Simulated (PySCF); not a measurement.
From one molecule to another.

First species: C4H7N.
Numbering: `[CH2:1]=[CH:2]/[CH:3]=[N:4]\[CH3:5]` (hydrogens: H6, H7 on C1; H8 on C2; H9 on C3; H10, H11, H12 on C5)

Structure used (PBE0-D3(BJ)/def2-SVP), in Å, numbered top down from 1:
```
atom  x, y, z in Å
C1    -2.164    0.834    0.113
C2    -0.887    0.475   -0.069
C3    -0.349   -0.785    0.452
N4     0.834   -1.241    0.350
C5     1.841   -0.490   -0.356
H6    -2.560    1.774   -0.278
H7    -2.857    0.190    0.665
H8    -0.215    1.137   -0.624
H9    -1.074   -1.408    1.004
H10    2.025    0.500    0.101
H11    2.793   -1.040   -0.344
H12    1.574   -0.317   -1.415
```

Second species: C8H7FOS.
SMILES: `CSC1=CC=C(C(=O)F)C=C1`

Levels: CAM-B3LYP/def2-SVPD for dipole moment, HOMO energy, LUMO energy, HOMO–LUMO gap, static isotropic polarisability and electronic spatial extent ⟨r²⟩ about the centre of nuclear charge; TDDFT CAM-B3LYP/def2-SVPD for lowest singlet excitation; TDA CAM-B3LYP/def2-SVPD for lowest triplet excitation (Tamm–Dancoff); PBE0-D3(BJ)/def2-SVP for rotational constant A and rotational constant C. Geometries: PBE0-D3(BJ)/def2-SVP. Each species is one conformer at its optimised geometry, gas phase, non-relativistic unless stated. Electronic properties by PySCF.

Dipoles, sizes and rotational constants follow the conformer. The torsions of the flexible species, by atom-mapped SMILES:
- `[CH2:1]=[CH:2]/[CH:3]=[N:4]\[CH3:5]`: C1–C2–C3–N4 180°
- `[CH3:1][S:2][c:3]1[cH:4][cH:5][c:6]([C:7](=[O:8])[F:9])[cH:10][cH:11]1`: C1–S2–C3–C4 -1°, C5–C6–C7–O8 0°

```tsv
property	column X	column Y
dipole moment	2.31 D	4.60 D
HOMO energy	-8.48 eV	-7.86 eV
LUMO energy	-0.37 eV	-0.90 eV
HOMO–LUMO gap	8.11 eV	6.96 eV
lowest singlet excitation	4.17 eV	4.57 eV
lowest triplet excitation (Tamm–Dancoff)	3.32 eV	3.27 eV
static isotropic polarisability	61.5 au	124.0 au
electronic spatial extent ⟨r²⟩ about the centre of nuclear charge	511 bohr²	2610 bohr²
rotational constant A	16.514 GHz	3.068 GHz
rotational constant C	2.499 GHz	0.388 GHz
```

Question: Which column belongs to which species?

Answer: Column X is the first species and column Y the second. The first has 12 atoms and 38 electrons, the second 18 and 88.

Question: How does each property change from the first species to the second?

Answer: dipole moment +2.29 D; HOMO energy +0.62 eV; LUMO energy -0.53 eV; HOMO–LUMO gap -1.15 eV; lowest singlet excitation +0.40 eV; lowest triplet excitation (Tamm–Dancoff) -0.05 eV; static isotropic polarisability +62.5 au; electronic spatial extent ⟨r²⟩ about the centre of nuclear charge +2099 bohr²; rotational constant A -13.446 GHz; rotational constant C -2.111 GHz.

On the first: The 10 singlets span 4.17 to 8.06 eV, and their oscillator strengths add up to 0.68. S1 lies 3.94 eV below the HOMO–LUMO gap; its leading configuration is HOMO→LUMO, weight 0.94.

On the second: The vertical singlet–triplet gap S1 − T1 is 1.30 eV (TDDFT singlet less Tamm–Dancoff triplet; S1: HOMO→LUMO, weight 0.94; T1: HOMO→LUMO, weight 0.83).
